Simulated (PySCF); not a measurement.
Level of theory: B3LYP-D3(BJ)/def2-TZVP // TPSS-D3(BJ)/def2-SVP run with PySCF. Gas-phase values, no solvent. One relaxed conformer stands for a flexible species; it need not be the lowest. B3LYP has the VWN-RPA correlation part, as in Gaussian. 

Reference species: [Cd(OH)(CH3)] (neutral, multiplicity 1).

| Quantity | Value |
|---|---|
| mean distance from the central atom to its bonded neighbours | 2.047 Å |
| HOMO–LUMO gap | 6.37 eV |
| LUMO | -0.95 eV |

After one change: the mean distance from the central atom to its bonded neighbours increases by 0.119 Å; the HOMO–LUMO gap falls by 1.12 eV; the LUMO falls by 0.91 eV.

Q: Which change was made? The new species is one of these.
(A) [Cd(OH)(NH2)]
(B) [Cd(OH)(Cl)]
(C) [Cd(OH)(Br)]
(D) [Cd(OH)(SH)]

A: D, [Cd(OH)(SH)]
